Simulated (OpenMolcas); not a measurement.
Os2+ (d6) among equal point charges was computed by CASSCF with the d shell active (OpenMolcas, ANO-RCC-VDZP on the metal). Its lowest spin-free states, and all those of the highest spin:

| 2S+1 | Degeneracy | E (cm-1) |
| --- | --- | --- |
| 5 | 2 | 0.0 |
| 5 | 1 | 1462 |
| 5 | 1 | 1802 |
| 5 | 1 | 8032 |
| 3 | 2 | 11168 |
| 3 | 1 | 12653 |
| 3 | 1 | 13817 |
| 3 | 1 | 15092 |
| 3 | 2 | 15198 |
| 3 | 2 | 15741 |
| 3 | 2 | 16893 |
| 3 | 1 | 17183 |

**Question.** Is the site octahedral, tetrahedral or cube-like, axial, or of lower symmetry?

**Answer.** The states with 2S+1 = 5 have orbital degeneracies 2, 1, 1, 1. There are pairs but no triples, so the site is axial: not cubic, but with a proper or improper axis of order three or more. The run had Os2+ among 5 point charges of -0.65 e arranged as a square pyramid (C4v), 1.99 Å from the ion, with the axial distance 2.010 Å.

Spin-orbit coupling mixes the spin-free states strongly: the lowest level takes only 46 % from its leading state, 2S+1 = 5. Without dynamic correlation the repulsion within the d shell is too large (B by tens of per cent), so at a given field states of lower spin stand too high. Point charges give a weaker field than real ligands, and real ions of this kind are as a rule low spin; the high spin found here belongs to the model. This is an electrostatic model: the charges have no orbitals. An unlabelled pair can be two single states that coincide in this model. No measured value stands beside these numbers.
